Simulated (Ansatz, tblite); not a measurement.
Forces on Ta2O5⁺ at its PBE-D4/def2-SVP geometry. Charge 1, multiplicity 2.

In the def2 sets Ta takes a core potential; there is no spin–orbit coupling. The xTB rows come from tblite. The structure holds 1 bond(s) between oxygen atoms. Another isomer (doublet) lies 2.91 eV lower at PBE0-D4/def2-TZVP; other spin states weren't run for this one.

GFN1-xTB (tblite), largest force 3.84 eV/Å:

```xyz
7
positions Å, forces eV/Å
Ta   -0.959    0.955    0.262    2.506   -2.318   -0.116
Ta    0.304   -1.459   -0.656   -1.100    3.173    1.867
O     1.429   -1.589    0.633    0.096   -0.663   -0.521
O    -0.620    1.305    1.901   -0.516    0.233   -0.442
O    -1.361   -0.971    0.145    0.526    0.577   -1.075
O     0.538    0.286   -1.556   -0.114    0.556    1.007
O     0.668    1.473   -0.729   -1.399   -1.558   -0.720
```

GFN2-xTB (tblite), largest force 1.65 eV/Å:

```
Ta 0.172 -0.255 -0.207
Ta -0.444 0.331 -0.244
O 0.755 -0.300 0.573
O -0.028 0.670 0.937
O -0.213 -0.224 -0.675
O -0.066 1.163 0.501
O -0.175 -1.385 -0.884
```

PBE-D4/def2-TZVP (Ansatz), largest force 0.32 eV/Å:

```
Ta 0.256 -0.164 -0.024
Ta -0.033 0.281 0.160
O -0.054 -0.041 -0.108
O -0.058 0.004 -0.117
O 0.090 0.078 -0.052
O -0.070 -0.252 -0.058
O -0.131 0.093 0.199
```
